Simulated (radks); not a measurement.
Values are calculated unless marked as measured or tabulated.
Excited configurations of Ho+: one electron is placed in a higher orbital outside [Xe] 4f11. The ground configuration is [Xe] 4f11 6s1. Level of theory: Dirac Kohn-Sham, LDA (Slater exchange, Perdew-Wang correlation), spin-unpolarised, spherical densities, point nucleus; open shells are shared between the two j in proportion to 2j + 1 (a radial shooting solver on a logarithmic mesh with Libxc functionals). Excitation = E - E(ground); binding = E(ion) - E, where the ion is the core of charge +2; n* = 2/sqrt(2 binding) in atomic units, and the quantum defect is n - n*. Eigenvalue and <r> are those of j = l + 1/2.

| outer orbital | excitation (eV) | binding (eV) | quantum defect | eigenvalue (eV) | <r> (bohr) |
|---|---|---|---|---|---|
| 5d | 2.340 | 9.678 | 2.629 | -5.903 | 2.979 |
| 5f | 8.535 | 3.483 | 1.047 | -2.485 | 8.761 |
| 6p | 3.632 | 8.386 | 3.453 | -6.171 | 4.731 |
| 6d | 7.317 | 4.701 | 2.598 | -3.508 | 7.573 |
| 6f | 9.679 | 2.339 | 1.176 | -1.785 | 15.00 |
| 7s | 6.419 | 5.599 | 3.882 | -4.428 | 7.586 |
| 7p | 7.609 | 4.409 | 3.487 | -3.400 | 9.263 |
| 7d | 9.132 | 2.886 | 2.657 | -2.249 | 13.30 |
| 7f | 10.352 | 1.665 | 1.284 | -1.312 | 22.64 |

The Delta-SCF ionisation energy is 12.018 eV (NIST Atomic Spectra Database: 11.78 eV, semi-empirical). Self-interaction in the functional shifts the binding energies and quantum defects, so they are the method's values and not measured ones. Spin polarisation and multiplet splitting are left out, so open shells lie too high by an amount that depends on their filling. Sharing an open shell by 2j + 1 raises it above the true ground level by a part of the spin-orbit splitting, which enters the differences from NIST.

Beside tabulated values, note that spin-unpolarised runs miss the spin-polarisation part of the exchange energy of open shells.
